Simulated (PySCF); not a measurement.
## Correlation energy of Pd²⁺ (palladium, charge +2)

[Kr] 4d7 5s1, high-spin 5F determinant (an excited configuration). All numbers are calculated (PySCF 2.14, scalar relativity by spin-free X2C-1e, in x2c-TZVPPall with one added diffuse shell each of s, p, d, f type (9s7p7d3f1g, 95 functions)). Frozen: [Kr]; 8 electrons correlated.

MP2 pair energies summed by pair of shells (mhartree):

```
 pair   energy  share (%)
4d-4d  -152.44       82.7
4d-5s   -31.79       17.3
```

Total MP2 correlation energy: -184.24 mhartree.

Same-spin part -85.57 and opposite-spin part -98.67 mhartree; SCS-MP2 scales them by 1/3 and 6/5 to -146.92 mhartree.
